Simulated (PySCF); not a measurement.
# Electron correlation in Mo+ (molybdenum, charge +1)

[Kr] 4d4 5s1, 5s spin antiparallel (an excited configuration). Computed with PySCF 2.14 in aug-cc-pwCVTZ-PP with ECP28MDF (8s8p7d4f3g, 122 functions), with a scalar-relativistic core potential. Frozen: 4s2 4p6; 5 electrons correlated.

MP2 pair energies summed by pair of shells (mhartree):

| pair | energy | share (%) |
| --- | --- | --- |
| 4d-4d | -37.90 | 56.5 |
| 4d-5s | -29.20 | 43.5 |

Total MP2 correlation energy: -67.10 mhartree.

Same-spin part -37.90 and opposite-spin part -29.20 mhartree; SCS-MP2 scales them by 1/3 and 6/5 to -47.67 mhartree.
